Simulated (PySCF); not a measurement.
A calculated (PBE0, PySCF 2.14, cc-pVDZ-X2C, the spin-free X2C one-electron Hamiltonian (Gaussian nucleus)) atom or ion has these occupied shells.

```
shell  electrons  orbital energy (eV)  rms radius, mean of both spins (bohr)
 1s α          1             -15108.2                                 0.0464
 1s β          1             -15108.1                                 0.0464
 2s α          1              -2056.5                                  0.193
 2s β          1              -2056.4                                  0.193
 2p α          3              -1824.8                                  0.171
 2p β          3              -1824.7                                  0.171
 3s α          1              -332.64                                  0.545
 3s β          1              -332.48                                  0.545
 3p α          3              -257.61                                  0.558
 3p β          3              -257.41                                  0.558
 3d α          5              -133.38                                  0.577
 3d β          5              -133.21                                  0.577
 4s α          1              -55.529                                   1.56
 4s β          1              -53.894                                   1.56
 4p α          3              -37.382                                   1.83
 4p β          2              -36.225                                   1.83
```

Q: Name the element and its charge.

A: Rb²⁺ (rubidium, charge +2), in [Ar] 3d10 4s2 4p5, 2P determinant.
